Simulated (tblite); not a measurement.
Species: CH4NOSi (doublet state).
Z-matrix (Å and degrees, GFN2-xTB geometry), rows numbered from 1:
```
O 
C   1  1.1995
N   2  1.3230  1  131.61
Si  3  1.7834  2  125.07  1    -0.03
H   3  1.0090  2  115.58  1  -179.51
H   4  1.4607  3  102.21  2   156.45
H   4  1.4542  3  106.04  2    36.93
H   4  1.4609  3  108.07  2   -84.60
```

Computed geometry: GFN2-xTB, gas phase. This method treats the open shell by occupation alone, without spin polarisation.

Masses are those of the commonest isotopes; rigid-rotor values at the optimised geometry. The values belong to one conformer with, in the numbering `[O:1]=[C:2][NH:3][SiH3:4]`, O1–C2–N3–Si4 0°.

Q: Give the principal moments of inertia and the rotational constants in MHz.

A: Ia = 29.73, Ib = 137.37, Ic = 161.17 u·Å²; 505379 MHz·u·Å²/I gives A = 16997, B = 3679, C = 3136 MHz.

Q: What kind of rotor is it?

A: A near-prolate asymmetric top; Ray's κ = -0.922.

Q: What does the inertial defect say?

A: Not planar: Δ = Ic − Ia − Ib = -5.93 u·Å². For a rigid frame Δ = −2 Σ m c², so Σ m c² = 2.97 u·Å² lies off the ab plane, practically all of it from hydrogen. The atom farthest from that plane is 1.38 Å away.

Q: Give the other two planar moments, Paa and Pbb, and the rms extents of the mass along the axes.

A: Paa = Σ m a² = (Ib + Ic − Ia)/2 = 134.40 and Pbb = Σ m b² = (Ia + Ic − Ib)/2 = 26.77 u·Å². With the mass M = 74.01 u, the rms extents √(P/M) along a, b and c are 1.35, 0.60, 0.20 Å.

For this open shell read J as N, the rotation without spin; fine and hyperfine splittings come on top. Its GFN2-xTB frequencies are all real (lowest 17 cm⁻¹). These are rigid-rotor constants of the computed structure; measured ground-state constants (B0) also hold zero-point vibration.

On one thread of an Arm Neoverse N1, shared host, this took 0.15 s wall. These figures are those of the optimisation.
